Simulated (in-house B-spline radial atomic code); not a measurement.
The numbers below are computed, except where a source is named.
## Two electrons in Ge: a spherical dot of radius 8.35 nm with hard walls with a doubly ionised double donor at its centre

For Ge the NSM archive of the Ioffe Institute lists m_l = 1.6 m0, m_t = 0.08 m0 and ε = 16.2; the model takes one isotropic valley with the conductivity mass 3/(1/m_l + 2/m_t) = 0.117 m0, and so misses anisotropy and the other valleys. All triplets below are those of one valley; with several valleys two electrons can form a triplet in the 1s orbital itself, at an energy set by the valley splitting. Real donors also feel a central-cell potential, which shifts the ground state; some double donors stay shallow and helium-like, others are deep centres that this model can't describe.

Effective-mass model with parabolic bands, a uniform dielectric constant, no image charges, no central-cell or spin-orbit terms. Two-electron levels come from full CI in B-splines with partial waves to l = 5 (up to 0.001 effective hartree above the limit).

(1) What are the effective units, and what is the potential in them?

In these units the lowest s and p orbitals lie at -1.0599 and 4.4302, and their Coulomb and exchange integrals are J_ss = 1.8923, J_sp = 1.5382 and K_sp = 0.2938. Full CI gives -0.3063 for the ground singlet, 4.5977 for the sp triplet, 5.1382 for the sp singlet and 9.8383 for the lowest triplet of two s orbitals.

(2) What does it cost to add the second electron, to first order and exactly?

(3) How far above the singlet do the triplets lie?

## Answers

(1) Ha* = 27211.386 meV × 0.117/16.2² = 12.13 meV and a* = 0.0529177 nm × 16.2/0.117 = 7.327 nm. The radius is R = 1.14 a*, with −2/r added.

(2) To first order E = 2ε_s + J_ss = -0.2275, so the charging energy E(2) − 2E(1) is J_ss = 22.96 meV. CI gives -0.3063 − 2 × (-1.0599) = 1.8135, or 22 meV: relaxation and correlation lower it by 0.9554 meV, 4.2 % of J_ss. The s² configuration of one-electron orbitals holds 99.4 % of the state, and the mean radius is 3.61 nm.

(3) To first order the sp triplet lies at ε_s + ε_p + J_sp − K_sp = 4.6147, which is 58.74 meV above 2ε_s + J_ss. CI gives 4.5977 − (-0.3063) = 4.9040, or 59.49 meV, 89 % of the orbital spacing of 66.6 meV. The ss triplet lies 123.1 meV up, so the lower of the two is the sp one, and its gap equals k_BT at 690 K. The sp singlet-triplet splitting is 6.557 meV, against 2K_sp = 7.129 meV.
